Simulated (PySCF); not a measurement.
AlClFHS.

```xyz
5

Al    -0.3480    -0.0315     0.0000
Cl     0.6690    -1.8528     0.0000
F     -2.0074    -0.0274     0.0000
S      0.7272     1.8486     0.0000
H     -0.4164     2.5764     0.0000
```

The structure is a stationary point at B3LYP-D3(BJ)/def2-SVP. Other conformers were not sampled.

Computed with KT2/pcSseg-2 (PySCF). Non-relativistic, no solvent.

Computed absolute GIAO shielding of each atom: isotropic value and principal components (ppm):
```tsv
atom	σ(iso)	σ11	σ22	σ33	span
Al1	419.0	368.7	389.8	498.6	129.9
Cl2	925.6	836.2	851.2	1089.5	253.3
F3	299.1	236.9	263.9	396.3	159.4
S4	749.4	664.4	713.0	870.7	206.4
H5	30.5	23.1	26.8	41.7	18.6
```
